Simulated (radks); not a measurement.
Neutral krypton inside a hard spherical wall (all orbitals vanish at R), configuration held at [Kr] and not refilled when levels cross. Method: scalar-relativistic Kohn-Sham, LDA (Slater exchange, VWN5 correlation), spin-polarised, spherical densities, finite nucleus; Fermi nuclear charge, rms radius 4.1884 fm; computed with a radial shooting solver on a logarithmic mesh with Libxc functionals. Eigenvalues in eV for spin up, with the zero of energy where the potential of the charges vanishes at infinity; a dash marks a level that is unbound or too diffuse for the functional's potential to be trusted. A positive occupied level is held by the wall or, in an anion where self-interaction has pushed it up, behind a barrier. The pressure on the wall is -dE/dV.

R (bohr),E (hartree),kinetic (hartree),e(3p),e(3d),e(4s),e(4p),"e(5s, empty)","e(5p, empty)",pressure (GPa)
free,-2786.83392,2849.561,-194.91,-81.710,-23.227,-9.393,-0.414,-,0
15,-2786.83392,2849.561,-194.91,-81.710,-23.227,-9.393,-0.366,0.785,< 0.0001
8,-2786.83367,2849.564,-194.89,-81.689,-23.210,-9.376,0.672,3.268,0.0151
6,-2786.82698,2849.622,-194.58,-81.378,-22.960,-9.130,3.336,7.658,0.752
4,-2786.62660,2850.805,-190.55,-77.374,-19.965,-5.862,18.641,27.745,53.4
3,-2785.54868,2855.617,-179.94,-66.881,-11.595,3.980,54.270,68.557,637
2.5,-2783.40232,2863.602,-167.50,-54.625,0.357,18.152,101.03,119.10,2610
2,-2776.84010,2885.039,-144.19,-31.576,30.256,52.672,205.67,228.05,13300
1.5,-2752.35085,2957.367,-93.159,20.784,126.83,158.00,485.57,508.59,98300
